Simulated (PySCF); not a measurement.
Se(Cl)(NH2) (ClH2NSe), SMILES N[Se]Cl. The structure is a stationary point at B3LYP-D3(BJ)/def2-TZVP. One conformer was computed; it need not be the lowest.

TDDFT-ωB97X/def2-SVPD in PySCF puts the lowest singlet excitations at 3.17, 5.11, 5.51, 6.16, 6.38, 6.71 eV.

**Question.** What are the lowest excitation roots from ADC(2)/aug-cc-pVDZ run with PySCF 2.14.0? (The exact figures need the calculation; the answer reports its results.)

**Answer.** 3.45, 4.99, 5.38, 5.99, 6.02, 6.29 eV. S1 differs by 0.28 eV (second minus first; roots are paired by order, and the bases may differ).
